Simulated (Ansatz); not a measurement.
Total energies of 1-butyl-3-methylimidazolium bromide, `CCCCn1cc[n+](C)c1.[Br-]` from Ansatz at PBE-D4/def2-TZVP, gas phase (1 Eh = 27.2114 eV = 2625.5 kJ/mol). The reference geometry is relaxed at PBE-D4/def2-SVP.

```xyz
26

C    -2.511    2.684    0.117
C    -2.072    1.220    0.155
C    -1.134    0.905    1.325
C    -0.681   -0.550    1.417
N     0.053   -1.006    0.236
C     0.150   -2.333   -0.175
C     1.192   -2.416   -1.059
N     1.727   -1.137   -1.190
C     3.002   -0.797   -1.793
C     1.112   -0.317   -0.286
H    -3.050    2.969    1.045
H    -3.187    2.888   -0.738
H    -1.638    3.364    0.024
H    -2.965    0.559    0.216
H    -1.573    0.954   -0.803
H    -0.234    1.559    1.303
H    -1.637    1.147    2.286
H     0.013   -0.671    2.280
H    -1.549   -1.230    1.540
H    -0.542   -3.099    0.186
H     1.583   -3.266   -1.624
H     2.912    0.131   -2.392
H     3.326   -1.621   -2.455
H     3.739   -0.634   -0.974
H     1.172    0.773   -0.329
Br    2.791   -0.075    1.688
```

```tsv
state	geometry	energy (Eh)
charge 0 singlet	reference	-2996.78076
charge 1 doublet	reference	-2996.51240
charge -1 doublet	reference	-2996.74745
charge -1 doublet	relaxed at PBE-D4/def2-SVP	-2996.77456
free C atom (triplet)	–	-37.79597
free N atom (quartet)	–	-54.53214
free H atom (doublet)	–	-0.49962
free Br atom (doublet)	–	-2573.72072
```

**Question.** Work out the vertical ionisation energy to the doublet.

**Answer.** E(charge 1 doublet) − E(charge 0 singlet) = -2996.51240 − (-2996.78076) = 0.26836 Eh = 7.30 eV. For comparison, −ε of the highest occupied level is 4.62 eV at this level, 2.68 eV less.

**Question.** Work out the vertical electron affinity, to the doublet.

**Answer.** E(charge 0 singlet) − E(charge -1 doublet) = -2996.78076 − (-2996.74745) = -0.03331 Eh = -0.91 eV; negative, so the extra electron isn't bound. The basis lacks diffuse functions, which makes affinities too small.

**Question.** Give the fundamental gap IE − EA, the Mulliken electronegativity (IE + EA)/2 and the hardness (IE − EA)/2.

**Answer.** From the values in Eh: IE − EA = 0.26836 − (-0.03331) = 0.30167 Eh = 8.21 eV; (IE + EA)/2 = 3.20 eV; (IE − EA)/2 = 4.10 eV. The HOMO–LUMO gap of the same run is 3.29 eV, 4.92 eV smaller than the fundamental gap.

**Question.** How much does the charge -1 doublet relax, and what is the adiabatic electron affinity?

**Answer.** Relaxation: -2996.74745 − (-2996.77456) = 0.02711 Eh = 0.74 eV. Adiabatic electron affinity: -0.00620 Eh = -0.17 eV, without zero-point energy. Bonds change on the way (1 lost, 0 formed), so the relaxed form is another species. 

**Question.** What is the binding energy per atom against free atoms?

**Answer.** Atoms: 8 × (-37.79597) + 2 × (-54.53214) + 15 × (-0.49962) + 1 × (-2573.72072) = -2992.64706 Eh. Binding: -2992.64706 − (-2996.78076) = 4.13370 Eh = 112.48 eV, or 4.33 eV for each of 26 atoms (no zero-point energy, no counterpoise term).

At PBE-D4/def2-TZVP the highest occupied level of the charge -1 doublet lies above zero (up to 2.98 eV). By energy differences it is unbound by 0.91 eV (vertical, to the charge 0 singlet, at PBE-D4/def2-TZVP) and held by the finite basis. At PBE-D4/def2-TZVP the highest occupied level of the relaxed charge -1 doublet lies above zero (up to 1.35 eV). By energy differences, losing it releases 0.17 eV (each at its own geometry, to the charge 0 singlet, at PBE-D4/def2-TZVP).
